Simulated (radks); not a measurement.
Ne, configuration 1s1.75 2s2 2p6 3s0.25 (fractional occupations, a model configuration).

All-electron calculation, non-relativistic Kohn-Sham, LDA (Slater exchange, Perdew-Zunger correlation), spin-polarised, spherical densities, point nucleus; open shells are filled with parallel spins first. Program: a radial shooting solver on a logarithmic mesh with Libxc functionals.

Energy parts (hartree):
part                      energy
total                 -120.56990
kinetic                120.09048
electron-nucleus      -292.34519
Hartree                 62.82453
exchange-correlation   -11.13973

Orbitals (lengths in bohr, moments of r in powers of bohr; r(90%) holds 90 % of the orbital's charge):
orbital	occ.	eigenvalue (hartree)	r(90%)
1s up	1	-31.27671	0.281
1s down	0.75	-31.00650	0.282
2s up	1	-1.47075	1.42
2s down	1	-1.45824	1.43
2p up	3	-0.64267	1.63
2p down	3	-0.63290	1.64
3s up	0.25	-0.04629	9.41
3s down	0	-0.03674	10.0

The highest occupied level is 3s up at -1.260 eV. The spin density at the nucleus is 75.41 e/bohr^3 (1s 75.23, 2s 0.11, 3s 0.07), a Fermi contact field of 3.95e+03 T.
